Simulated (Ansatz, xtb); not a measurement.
# A geometry optimisation of AlFH2S2 with r2SCAN-D4/def2-SVP

The starting geometry of this gas-phase singlet was built from a drawn formula by distance geometry and a force field; its bonds are those of `[F][AlH][S]S`.

```yaml
atoms:
  - { symbol: Al, position_ang: [-1.2281, -1.6640, -0.9524] }
  - { symbol: F, position_ang: [0.4712, -2.0806, -1.2879] }
  - { symbol: S, position_ang: [-1.7451, 0.0677, 0.3413] }
  - { symbol: S, position_ang: [-1.7057, -1.0979, 2.1275] }
  - { symbol: H, position_ang: [-2.3811, -2.6035, -1.5606] }
  - { symbol: H, position_ang: [-0.4068, -0.8750, 2.3389] }
```

Task: Where would you expect an optimisation with r2SCAN-D4/def2-SVP to take it?

Result: A new bond forms, giving a structure given below by its coordinates. Contacts that close: Al1–S4 (3.17 → 2.45 Å).

The energy falls by 0.56 eV over 9 steps:

| step | E − E(last) (eV) |
| --- | --- |
| 1 | 0.560 |
| 2 | 0.299 |
| 3 | 0.116 |
| 4 | 0.063 |
| 5 | 0.007 |
| 6 | 0.001 |
| 7 | 0.000 |
| 8 | 0.000 |
| 9 | 0.000 |

Final geometry (Å):

```xyz
6

Al   -1.2666   -1.6599   -0.6833
F     0.3638   -1.9512   -0.9061
S    -1.8047    0.3047    0.2288
S    -1.6415   -1.2422    1.7049
H    -2.3203   -2.5941   -1.3735
H    -0.3264   -1.1106    2.0361
```

From the same start GFN2-xTB reaches the same bonding as this run.

The end wasn't checked by frequencies. Run with Ansatz 0.2.0, 17 s on 2 threads of Arm Neoverse V1, on a shared host.
